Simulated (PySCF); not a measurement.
A mixed set of molecules. The calculation used PySCF 2.14.0, density-fitted response routines, TDDFT CAM-B3LYP/def2-SVPD, vertical, gas phase, core orbitals frozen in the response. Geometries: GFN2-xTB; one conformer of each isolated species. Triplets are in the Tamm–Dancoff approximation. 'Strongest' means the level of largest summed f among the lowest 8 singlets; it needn't be the same kind of state in each.

**Question.** Rank by computed energy of the strongest computed level, lowest first.
A. `O=CC1=C[C@H](F)O1`
B. `C[SiH](C)N1N=CC=N1`
C. `C[C@H]([SiH3])C(=S)CF`
D. `CC[Si@@](C)(O)S`
E. `CCn1nncc1[SiH3]`
F. `Cl[Si](Cl)(Cl)Cl`

**Answer.** C (5.10 eV), E (6.44 eV), B (6.61 eV), D (6.75 eV), A (7.69 eV), F (8.64 eV).

| SMILES | strongest (eV) | S1 (eV) | LUMO (eV) | gap (eV) | HOMO (eV) | α (au) | S1 mainly |
| --- | --- | --- | --- | --- | --- | --- | --- |
| C[C@H]([SiH3])C(=S)CF | 5.10 | 2.68 | -1.09 | 6.81 | -7.89 | 97.8 | H→L (98%) |
| CCn1nncc1[SiH3] | 6.44 | 5.68 | 0.59 | 9.44 | -8.85 | 91.7 | H-1→L (82%) |
| C[SiH](C)n1nccn1 | 6.61 | 6.25 | 0.91 | 9.91 | -9.00 | 90.1 | H-2→L (92%) |
| CC[Si@@](C)(O)S | 6.75 | 6.22 | 0.79 | 9.32 | -8.54 | 87.1 | H→L (41%) |
| O=CC1=C[C@H](F)O1 | 7.69 | 3.57 | -1.72 | 7.35 | -9.08 | 53.6 | H-1→L (95%) |
| Cl[Si](Cl)(Cl)Cl | 8.64 | 7.72 | 0.11 | 11.11 | -11.00 | 74.9 | H-2/H-1/H→L (≥83%) |

H and L stand for HOMO and LUMO. A slash joins orbitals within 0.01 eV of each other, whose weights are summed (≥ marks a lower bound).

- `C[C@H]([SiH3])C(=S)CF`: S1 has the pattern of n→π* at C=S.
- `CCn1nncc1[SiH3]`: Löwdin shares by element: HOMO carbon 52% or more, nitrogen 31% or more (atoms not listed hold the other 17%); LUMO nitrogen 33% or more, carbon 17% or more, silicon 16% (atoms not listed hold the other 34%).
- `C[SiH](C)n1nccn1`: Löwdin shares by element: HOMO carbon 44% or more, nitrogen 32% or more (atoms not listed hold the other 25%); LUMO nitrogen 64%, carbon 11% or more (atoms not listed hold the other 25%).
- `CC[Si@@](C)(O)S`: Löwdin shares by element: HOMO sulfur 77%, hydrogen 7% or more, silicon 7%; LUMO sulfur 18%, oxygen 17%, silicon 17%, hydrogen 10% or more (atoms not listed hold the other 38%).
- `O=CC1=C[C@H](F)O1`: Löwdin shares by element: HOMO carbon 52% or more, oxygen 36%; LUMO carbon 61% or more, oxygen 24% or more (atoms not listed hold the other 15%).
- `Cl[Si](Cl)(Cl)Cl`: Löwdin shares by element: HOMO (one of a set within 0.03 eV) chlorine 100%; LUMO chlorine 57% or more, silicon 24% (atoms not listed hold the other 19%).
